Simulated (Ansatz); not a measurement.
`C[O][GaH][SH]` + Cl• → `C[O][Ga][SH]`• + HCl  (hydrogen abstraction from a Ga–H bond)

Program: Ansatz. Geometries: PBE0-D4/def2-TZVP. ΔE: electronic, gas phase. CCSD(T)/CBS adds triple-zeta CCSD(T) − MP2 to the extrapolated MP2 energy (def2 sets, frozen cores). This one scheme is used for every species, atoms too. Functionals use def2-TZVPP. HSE06 is defined as in plane-wave codes. Open shells (•) are unrestricted, without spin–orbit coupling. Spin–orbit coupling would lower the free atoms: a little for Cl. For Ga outer-core shells are correlated without core-valence functions, so the limit isn't a true one: a few kJ/mol of doubt a bond, and 10 to 20 or more in all where bonds break to atoms. Scalar relativity is left out up to krypton. One conformer a species, not always the lowest.

CCSD(T)/CBS gives -89.0 kJ/mol.

Task: Another level gave -105.3 kJ/mol. Which?
A. B2PLYP/def2-TZVPP
B. revPBE-D4/def2-TZVPP
C. PBE-D4/def2-TZVPP
D. HSE06-D4/def2-TZVPP

Result: D. HSE06-D4 -105.3, B2PLYP -97.4, PBE-D4 -118.6, revPBE-D4 -112.9 kJ/mol.

Largest T1 diagnostic among the species: 0.017.

From BLYP to BHLYP (50 % exact exchange), in def2-TZVPP and without D4, ΔE moves by +30.2 kJ/mol. At CCSD(T), def2-SVP lies +15.4 kJ/mol from the extrapolated value and def2-TZVPP +2.5 kJ/mol. In def2-TZVPP, CCSD(T) changes the Hartree–Fock value by −31.6 kJ/mol (the triples alone add −5.8 kJ/mol) and MP2 by −42.8 kJ/mol.

CCSD(T)/CBS has its own doubt, a few kJ/mol and more with outer-core shells, so smaller differences from it don't rank the levels.
